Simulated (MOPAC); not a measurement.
MOPAC input (PM3):

```
PM3 1SCF UHF MS=0.5 GEO-OK AUX(PRECISION=9) THREADS=1
C5H11O

C    -2.67209312 1   -0.62425138 1   -0.35154875 1
C    -1.45613813 1    0.05459379 1    0.27227649 1
C    -0.18697092 1   -0.15340598 1   -0.55158460 1
C     1.05179778 1    0.51320877 1    0.05915452 1
C     2.25579131 1    0.37315127 1   -0.79546095 1
O     1.25394354 1   -0.09781658 1    1.34215466 1
H    -2.51958755 1   -1.70309509 1   -0.43384093 1
H    -3.56953010 1   -0.46101952 1    0.24806397 1
H    -2.86856991 1   -0.24140437 1   -1.35629713 1
H    -1.29158716 1   -0.32639311 1    1.28134334 1
H    -1.64531925 1    1.12856804 1    0.37275820 1
H    -0.32940499 1    0.24580255 1   -1.55999327 1
H     0.02248249 1   -1.22205192 1   -0.65742579 1
H     0.82505537 1    1.58108977 1    0.19561170 1
H     2.51443957 1    1.12859476 1   -1.52456288 1
H     2.79440729 1   -0.56579235 1   -0.80240885 1
H     2.08174420 1    0.23845490 1    1.70249391 1
```

Output:

```
 *******************************************************************************
 **                                                                           **
 **                              MOPAC v23.2.5                                **
 **                                                                           **
 *******************************************************************************
 ** MOPAC's Digital Object Identifier: https://doi.org/10.5281/zenodo.6511958 **
 **                                                                           **
 ** Please cite the open-source release paper for use of this MOPAC version:  **
 ** J. E. Moussa and J. J. P. Stewart (2026)                                  **
 ** MOPAC: An open-source semiempirical molecular orbital program             **
 ** J. Open Source Softw., 11(119), 8025, https://doi.org/10.21105/joss.08025 **
 *******************************************************************************

                              PM3 CALCULATION RESULTS

 *******************************************************************************
 *  PM3        - The PM3 Hamiltonian to be used
 *  GEO-OK     - OVERRIDE INTERATOMIC DISTANCE AND OTHER SAFETY CHECKS
 *  UHF        - UNRESTRICTED HARTREE-FOCK CALCULATION
 *  MS=        - IN MECI, MAGNETIC COMPONENT OF SPIN =  0.5
 *  1SCF       - DO 1 SCF AND THEN STOP
 *  AUX        - OUTPUT AUXILIARY INFORMATION
 *******************************************************************************
PM3 1SCF UHF MS=0.5 GEO-OK AUX(PRECISION=9) THREADS=1
 C5H11O

   ATOM   CHEMICAL          X               Y               Z
  NUMBER   SYMBOL      (ANGSTROMS)     (ANGSTROMS)     (ANGSTROMS)

     1       C         -2.67209312  *  -0.62425138  *  -0.35154875  *
     2       C         -1.45613813  *   0.05459379  *   0.27227649  *
     3       C         -0.18697092  *  -0.15340598  *  -0.55158460  *
     4       C          1.05179778  *   0.51320877  *   0.05915452  *
     5       C          2.25579131  *   0.37315127  *  -0.79546095  *
     6       O          1.25394354  *  -0.09781658  *   1.34215466  *
     7       H         -2.51958755  *  -1.70309509  *  -0.43384093  *
     8       H         -3.56953010  *  -0.46101952  *   0.24806397  *
     9       H         -2.86856991  *  -0.24140437  *  -1.35629713  *
    10       H         -1.29158716  *  -0.32639311  *   1.28134334  *
    11       H         -1.64531925  *   1.12856804  *   0.37275820  *
    12       H         -0.32940499  *   0.24580255  *  -1.55999327  *
    13       H          0.02248249  *  -1.22205192  *  -0.65742579  *
    14       H          0.82505537  *   1.58108977  *   0.19561170  *
    15       H          2.51443957  *   1.12859476  *  -1.52456288  *
    16       H          2.79440729  *  -0.56579235  *  -0.80240885  *
    17       H          2.08174420  *   0.23845490  *   1.70249391  *

          CARTESIAN COORDINATES

    NO.       ATOM           X           Y           Z

     1         C         -2.6721     -0.6243     -0.3515
     2         C         -1.4561      0.0546      0.2723
     3         C         -0.1870     -0.1534     -0.5516
     4         C          1.0518      0.5132      0.0592
     5         C          2.2558      0.3732     -0.7955
     6         O          1.2539     -0.0978      1.3422
     7         H         -2.5196     -1.7031     -0.4338
     8         H         -3.5695     -0.4610      0.2481
     9         H         -2.8686     -0.2414     -1.3563
    10         H         -1.2916     -0.3264      1.2813
    11         H         -1.6453      1.1286      0.3728
    12         H         -0.3294      0.2458     -1.5600
    13         H          0.0225     -1.2221     -0.6574
    14         H          0.8251      1.5811      0.1956
    15         H          2.5144      1.1286     -1.5246
    16         H          2.7944     -0.5658     -0.8024
    17         H          2.0817      0.2385      1.7025

  H: (PM3): J. J. P. STEWART, J. COMP. CHEM. 10, 209 (1989).
  C: (PM3): J. J. P. STEWART, J. COMP. CHEM. 10, 209 (1989).
  O: (PM3): J. J. P. STEWART, J. COMP. CHEM. 10, 209 (1989).

           Empirical Formula: C5 H11 O  =    17 atoms

      MOLECULAR POINT GROUP   :   C1

          UHF CALCULATION, NO. OF ALPHA ELECTRONS =   19
                           NO. OF BETA  ELECTRONS =   18

 -------------------------------------------------------------------------------
 PM3 1SCF UHF MS=0.5 GEO-OK AUX(PRECISION=9) THREADS=1
 C5H11O

     1SCF WAS SPECIFIED, SO BFGS WAS NOT USED
     SCF FIELD WAS ACHIEVED

                              PM3 CALCULATION
                                                       MOPAC v23.2.5 Linux

          FINAL HEAT OF FORMATION =        -37.54654 KCAL/MOL =    -157.09470 KJ/MOL

          COSMO AREA              =        142.69 SQUARE ANGSTROMS
          COSMO VOLUME            =        131.90 CUBIC ANGSTROMS

          IONIZATION POTENTIAL    =          9.954397 EV
          ALPHA SOMO LUMO (EV)    =         -9.954  2.794
          BETA  SOMO LUMO (EV)    =        -11.132  0.527
          NO. OF ALPHA ELECTRONS  =         19
          NO. OF BETA  ELECTRONS  =         18
          MOLECULAR WEIGHT        =         87.1413         POINT GROUP:  C1

          MOLECULAR DIMENSIONS (Angstroms)

            Atom       Atom       Distance
            H    15    H     8     6.53328
            H    17    H     9     4.34831
            H    11    H    13     2.78076

          SCF CALCULATIONS        =          1

   ATOM   CHEMICAL          X               Y               Z
  NUMBER   SYMBOL      (ANGSTROMS)     (ANGSTROMS)     (ANGSTROMS)

     1       C         -2.67209312  *  -0.62425138  *  -0.35154875  *
     2       C         -1.45613813  *   0.05459379  *   0.27227649  *
     3       C         -0.18697092  *  -0.15340598  *  -0.55158460  *
     4       C          1.05179778  *   0.51320877  *   0.05915452  *
     5       C          2.25579131  *   0.37315127  *  -0.79546095  *
     6       O          1.25394354  *  -0.09781658  *   1.34215466  *
     7       H         -2.51958755  *  -1.70309509  *  -0.43384093  *
     8       H         -3.56953010  *  -0.46101952  *   0.24806397  *
     9       H         -2.86856991  *  -0.24140437  *  -1.35629713  *
    10       H         -1.29158716  *  -0.32639311  *   1.28134334  *
    11       H         -1.64531925  *   1.12856804  *   0.37275820  *
    12       H         -0.32940499  *   0.24580255  *  -1.55999327  *
    13       H          0.02248249  *  -1.22205192  *  -0.65742579  *
    14       H          0.82505537  *   1.58108977  *   0.19561170  *
    15       H          2.51443957  *   1.12859476  *  -1.52456288  *
    16       H          2.79440729  *  -0.56579235  *  -0.80240885  *
    17       H          2.08174420  *   0.23845490  *   1.70249391  *

                             CARTESIAN COORDINATES

   1    C       -2.672093120    -0.624251380    -0.351548750
   2    C       -1.456138130     0.054593790     0.272276490
   3    C       -0.186970920    -0.153405980    -0.551584600
   4    C        1.051797780     0.513208770     0.059154520
   5    C        2.255791310     0.373151270    -0.795460950
   6    O        1.253943540    -0.097816580     1.342154660
   7    H       -2.519587550    -1.703095090    -0.433840930
   8    H       -3.569530100    -0.461019520     0.248063970
   9    H       -2.868569910    -0.241404370    -1.356297130
  10    H       -1.291587160    -0.326393110     1.281343340
  11    H       -1.645319250     1.128568040     0.372758200
  12    H       -0.329404990     0.245802550    -1.559993270
  13    H        0.022482490    -1.222051920    -0.657425790
  14    H        0.825055370     1.581089770     0.195611700
  15    H        2.514439570     1.128594760    -1.524562880
  16    H        2.794407290    -0.565792350    -0.802408850
  17    H        2.081744200     0.238454900     1.702493910

           Empirical Formula: C5 H11 O  =    17 atoms

      MOLECULAR POINT GROUP   :   C1

          ALPHA EIGENVALUES
 -39.75113 -35.14351 -30.73826 -26.12075 -21.35969 -20.59820 -18.00794 -16.29105
 -15.64610 -15.57408 -14.45626 -13.85612 -13.36578 -12.88048 -12.46930 -12.21569
 -11.43708 -11.27831  -9.95440   2.79395   3.33563   3.58735   3.72064   4.03620
   4.09548   4.18380   4.31585   4.43703   4.50751   4.57999   4.77761   5.10239
   5.12632   5.22369   5.67983

           BETA EIGENVALUES
 -39.63485 -35.12792 -30.28367 -25.52193 -21.14573 -20.49054 -17.94114 -16.11488
 -15.52670 -15.51155 -14.28259 -13.79102 -13.23748 -12.84207 -12.34679 -12.14503
 -11.42870 -11.13244   0.52654   3.20523   3.54643   3.73129   3.88121   4.06144
   4.11360   4.22839   4.47368   4.49617   4.59788   4.77409   4.96055   5.12111
   5.18380   5.31004   5.74382

              NET ATOMIC CHARGES AND DIPOLE CONTRIBUTIONS

  ATOM NO.   TYPE          CHARGE      No. of ELECS.   s-Pop       p-Pop
    1          C          -0.105857        4.1059     1.13780     2.96806
    2          C          -0.094065        4.0941     1.15601     2.93806
    3          C          -0.101824        4.1018     1.16110     2.94072
    4          C           0.104325        3.8957     1.15709     2.73859
    5          C          -0.229676        4.2297     1.23937     2.99030
    6          O          -0.313047        6.3130     1.81802     4.49503
    7          H           0.037776        0.9622     0.96222
    8          H           0.038206        0.9618     0.96179
    9          H           0.034298        0.9657     0.96570
   10          H           0.064832        0.9352     0.93517
   11          H           0.044160        0.9558     0.95584
   12          H           0.050916        0.9491     0.94908
   13          H           0.060027        0.9400     0.93997
   14          H           0.043541        0.9565     0.95646
   15          H           0.088381        0.9116     0.91162
   16          H           0.090815        0.9092     0.90919
   17          H           0.187192        0.8128     0.81281
 DIPOLE           X         Y         Z       TOTAL
 POINT-CHG.     0.182     0.550    -0.561     0.806
 HYBRID         0.539     0.300    -0.186     0.645
 SUM            0.721     0.850    -0.747     1.342

          ATOMIC ORBITAL ELECTRON POPULATIONS

     Atom    s        px        py        pz
    1  C   1.13780   0.97089   0.99931   0.99786
    2  C   1.15601   0.93692   1.00202   0.99911
    3  C   1.16110   0.94040   1.01461   0.98571
    4  C   1.15709   0.92910   0.95802   0.85147
    5  C   1.23937   0.98504   1.00889   0.99637
    6  O   1.81802   1.46733   1.71113   1.31657
    7  H   0.96222
    8  H   0.96179
    9  H   0.96570
   10  H   0.93517
   11  H   0.95584
   12  H   0.94908
   13  H   0.93997
   14  H   0.95646
   15  H   0.91162
   16  H   0.90919
   17  H   0.81281

                    (SZ)    =    0.500000
                    (S**2)  =    0.769336

          ATOMIC ORBITAL SPIN POPULATIONS

    Atom   Total    s     px     py     pz
         Atomic
    1  C  0.0014  0.000  0.001  0.000  0.000
    2  C -0.0027 -0.000 -0.001 -0.000 -0.001
    3  C  0.0482  0.010  0.020  0.010  0.007
    4  C -0.1027 -0.014 -0.047 -0.014 -0.027
    5  C  1.1878  0.076  0.375  0.225  0.511
    6  O  0.0159 -0.001  0.002  0.004  0.010
    7  H -0.0001 -0.000
    8  H  0.0000  0.000
    9  H -0.0001 -0.000
   10  H  0.0002  0.000
   11  H  0.0002  0.000
   12  H -0.0040 -0.004
   13  H -0.0034 -0.003
   14  H  0.0142  0.014
   15  H -0.0779 -0.078
   16  H -0.0755 -0.076
   17  H -0.0016 -0.002

 **********************
 *                    *
 * JOB ENDED NORMALLY *
 *                    *
 **********************

 == MOPAC DONE ==
```

The geometry given is a B3LYP-D3(BJ)/def2-TZVP minimum.
